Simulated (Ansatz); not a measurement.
`F[SiH]1C=N1` + NH₃ → `N[SiH]1C=N1` + H–F at 400 K and 1 bar (ligand exchange at the Si–F bond).

Computed with Ansatz on PBE0-D4/def2-TZVP structures; ΔE is electronic, products minus reactants. CCSD(T)/CBS adds triple-zeta CCSD(T) − MP2 to the extrapolated MP2 energy (def2 sets, frozen cores). This one scheme is used for every species. Each species was taken in one conformer, which may not be the lowest.

```json
{"species": "`F[SiH]1C=N1`", "CCSD(T)/CBS energy (Eh)": "-482.82660", "H − E (kJ/mol)": "102.1", "S (J/(mol·K))": "303.1"}
{"species": "NH₃", "CCSD(T)/CBS energy (Eh)": "-56.50880", "H − E (kJ/mol)": "104.2", "S (J/(mol·K))": "203.1"}
{"species": "`N[SiH]1C=N1`", "CCSD(T)/CBS energy (Eh)": "-438.91336", "H − E (kJ/mol)": "167.4", "S (J/(mol·K))": "326.2"}
{"species": "H–F", "CCSD(T)/CBS energy (Eh)": "-100.39570", "H − E (kJ/mol)": "36.5", "S (J/(mol·K))": "182.2"}
```

H − E and S are ideal-gas, rigid-rotor, harmonic terms from PBE0-D4/def2-TZVP, for one conformer and one mirror image of each species. 1 Eh = 2625.50 kJ/mol, R = 8.31446 J/(mol·K).

**Question.** By hand: ΔE, ΔH, ΔS and ΔG.

**Answer.** ΔE = (-438.91336) + (-100.39570) − (-482.82660) − (-56.50880) = 0.02634 Eh = 69.2 kJ/mol. Δ(H − E) = 167.4 + 36.5 − 102.1 − 104.2 = -2.4, so ΔH = 66.8 kJ/mol. ΔS = 326.2 + 182.2 − 303.1 − 203.1 = 2.2 J/(mol·K). ΔG = 66.8 − 400 × (2.2)/1000 = 65.9 kJ/mol.

**Question.** By hand: the equilibrium constant, and the temperature at which ΔG would vanish if ΔH and ΔS stayed fixed.

**Answer.** log₁₀ K = −ΔG/(RT ln 10) = -8.6. ΔG = 0 at ΔH/ΔS = 30364 K, far beyond where these terms or the molecules hold.

The number of gas molecules stays the same, so ΔS is small and ΔH decides. A doubt of 5 kJ/mol in ΔE shifts log₁₀ K by 0.7 here. Other conformers and mirror images would add mixing entropy, several J/(mol·K) or more a flexible species. These are equilibria of isolated gas molecules and say nothing of rates. Largest T1 diagnostic: 0.014 (customary marks: 0.02 for closed shells, 0.045 for open ones).
